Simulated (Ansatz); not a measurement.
Input file for Ansatz (an electronic-structure program): R-PBE0/def2-TZVPPD on CH6ClN (a complex), monomers drawn apart or pushed together. Files ending in .json are basis or fitting sets from the Basis Set Exchange.

Ansatz 0.2 input:
```yaml
crystal:
  periodic: [false, false, false]
  atoms:
    - {symbol: Cl, position_ang: [0.97051337, 1.14427676, 0.16513436]}
    - {symbol: H, position_ang: [0.76777779, 0.40121633, 1.31594875]}
    - {symbol: C, position_ang: [-1.06643762, -0.05268727, 3.68339853]}
    - {symbol: N, position_ang: [0.19350609, -0.61553596, 3.17931622]}
    - {symbol: H, position_ang: [-1.83440410, -0.17486366, 2.92086772]}
    - {symbol: H, position_ang: [-0.93134871, 1.01522321, 3.84912997]}
    - {symbol: H, position_ang: [-1.40964893, -0.51637483, 4.61179443]}
    - {symbol: H, position_ang: [0.10814661, -1.60591496, 2.98063122]}
    - {symbol: H, position_ang: [0.94905197, -0.49748662, 3.84477144]}
basis:
  gaussian:
    orbitals: def2-TZVPPD.json
hamiltonian:
  xc: {name: PBE0}
scf: {lower_state_search: off}
```

The head of its log:

```
WARN ansatz: RAYON_NUM_THREADS=1 ignored (pool sized by the plan → 1); use --threads N
Functional definition: PBE0
these checks for a lower state are left out or cut short: stability, starts, cluster_reference, orbital_swaps, neighbouring_geometries, increment
integrals: 0.12 GiB planned
1041 factors; their error is unknown
mean field: 1.12 GiB planned
mean field evaluation 1: about -15135.8169 eV, gradient 5.4e1 eV
mean field evaluation 2: about -15130.2564 eV, gradient 7.2e1 eV
```

### Question
Predict the final total energy.

### Answer
-556.4567 hartree.
